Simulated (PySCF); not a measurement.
# Magnetic susceptibility: `CCCCC(C)C`, C₇H₁₆

Molfile (atoms numbered from 1):
```
C7H16
     RDKit          3D

 23 22  0  0  0  0  0  0  0  0999 V2000
    3.4317   -0.1363   -0.4520 C   0  0  0  0  0  0  0  0  0  0  0  0
    2.2161    0.2514    0.3810 C   0  0  0  0  0  0  0  0  0  0  0  0
    0.9081   -0.0229   -0.3585 C   0  0  0  0  0  0  0  0  0  0  0  0
   -0.3083    0.3622    0.4811 C   0  0  0  0  0  0  0  0  0  0  0  0
   -1.6431    0.2342   -0.2614 C   0  0  0  0  0  0  0  0  0  0  0  0
   -1.9446   -1.2124   -0.6464 C   0  0  0  0  0  0  0  0  0  0  0  0
   -2.7724    0.7830    0.6094 C   0  0  0  0  0  0  0  0  0  0  0  0
    3.4538    0.4295   -1.3809 H   0  0  0  0  0  0  0  0  0  0  0  0
    3.4038   -1.1954   -0.6989 H   0  0  0  0  0  0  0  0  0  0  0  0
    4.3507    0.0642    0.0940 H   0  0  0  0  0  0  0  0  0  0  0  0
    2.2240   -0.3112    1.3177 H   0  0  0  0  0  0  0  0  0  0  0  0
    2.2734    1.3131    0.6330 H   0  0  0  0  0  0  0  0  0  0  0  0
    0.8648   -1.0834   -0.6126 H   0  0  0  0  0  0  0  0  0  0  0  0
    0.8964    0.5444   -1.2927 H   0  0  0  0  0  0  0  0  0  0  0  0
   -0.1910    1.3999    0.8050 H   0  0  0  0  0  0  0  0  0  0  0  0
   -0.3390   -0.2592    1.3796 H   0  0  0  0  0  0  0  0  0  0  0  0
   -1.5883    0.8336   -1.1778 H   0  0  0  0  0  0  0  0  0  0  0  0
   -2.9294   -1.2825   -1.1036 H   0  0  0  0  0  0  0  0  0  0  0  0
   -1.9309   -1.8492    0.2359 H   0  0  0  0  0  0  0  0  0  0  0  0
   -1.2159   -1.5900   -1.3584 H   0  0  0  0  0  0  0  0  0  0  0  0
   -3.7239    0.7216    0.0863 H   0  0  0  0  0  0  0  0  0  0  0  0
   -2.5904    1.8235    0.8690 H   0  0  0  0  0  0  0  0  0  0  0  0
   -2.8503    0.2086    1.5302 H   0  0  0  0  0  0  0  0  0  0  0  0
  1  2  1  0
  2  3  1  0
  3  4  1  0
  4  5  1  0
  5  6  1  0
  5  7  1  0
  1  8  1  0
  1  9  1  0
  1 10  1  0
  2 11  1  0
  2 12  1  0
  3 13  1  0
  3 14  1  0
  4 15  1  0
  4 16  1  0
  5 17  1  0
  6 18  1  0
  6 19  1  0
  6 20  1  0
  7 21  1  0
  7 22  1  0
  7 23  1  0
M  END
```

Method: GIAO B3LYP/pcSseg-1 magnetisability, rotational g tensor and spin-rotation constants, non-relativistic, gas phase (PySCF). Geometry: GFN2-xTB.

Task: How diamagnetic is it, and how anisotropic?

Result: Isotropic -1456 × 10⁻³⁰ J/T², or -87.7 × 10⁻⁶ cm³/mol; principal values -1505, -1443, -1418 × 10⁻³⁰ J/T², anisotropy 78 × 10⁻³⁰ J/T² (root of half the summed squared differences of the principal values). The susceptibility is in cgs units.

Task: Split it along the inertial axes a, b, c into diamagnetic and paramagnetic parts about the centre of mass, with the quadrupole moment.

Result: 
```csv
axis,χ (10⁻⁶ cm³/mol),diamagnetic (10⁻⁶ cm³/mol),paramagnetic (10⁻⁶ cm³/mol),summed x² of all electrons (Å²),quadrupole Θ (D Å)
a,-89.6,-335.6,246.1,301.0,-1.30
b,-87.6,-1380.0,1292.4,54.9,-0.21
c,-85.7,-1509.9,1424.2,24.3,+1.51
```
Anisotropies 2χaa − χbb − χcc = -5.8 and 2χbb − χaa − χcc = 0.0 × 10⁻⁶ cm³/mol. Θ is traceless in Buckingham's convention.

Task: And the rotational g tensor?

Result: 
| axis | rotational constant (GHz) | g | nuclear part | electronic part |
| --- | --- | --- | --- | --- |
| a | 6.1603 | +0.0080 | 0.7201 | -0.7121 |
| b | 1.0138 | +0.0001 | 0.6157 | -0.6156 |
| c | 0.9221 | -0.0012 | 0.6158 | -0.6170 |

Asymmetric top; isotopes 12C, 1H; no vibrational averaging.
